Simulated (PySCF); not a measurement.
Shifts of the heteroatoms

Mapped SMILES: `[CH3:1][C:2]1=[CH:3][CH2:4][CH:5]=[C:6]([C:7](=[O:8])[OH:9])[CH2:10]1`. Hydrogens are named by the atom that carries them.

- GIAO PBE0/pcSseg-1 shieldings
- coordinates at the GFN2-xTB level
- code: PySCF 2.14.0 with density-fitted response routines
- in vacuum, non-relativistic, one computed conformer, equivalent nuclei averaged

**Question.** What are the 17O shifts?

**Answer.** 
```csv
atoms,environment,σ (ppm),δ (ppm)
O8,carbonyl oxygen,-67.9,328.6
O9,acid hydroxyl oxygen,129.9,148.3
```

Shieldings were converted by a linear fit to measured shifts: 17O (scatter 10.7 ppm rms, 12.2 ppm with the 3 outliers that the fit left out vs liquid water, solution or neat liquid). Occasional misses reach two or three times the rms, and more in compound classes unlike the fitted ones.

On a 600 MHz spectrometer 17O resonates near 81.3 MHz, so 1 ppm is 81.3 Hz.

In solution the two oxygens of a carboxylic acid exchange roles by proton transfer and give one 17O line. Hydrogen bonding in solution shields acid and N–H amide carbonyl oxygens by tens of ppm.
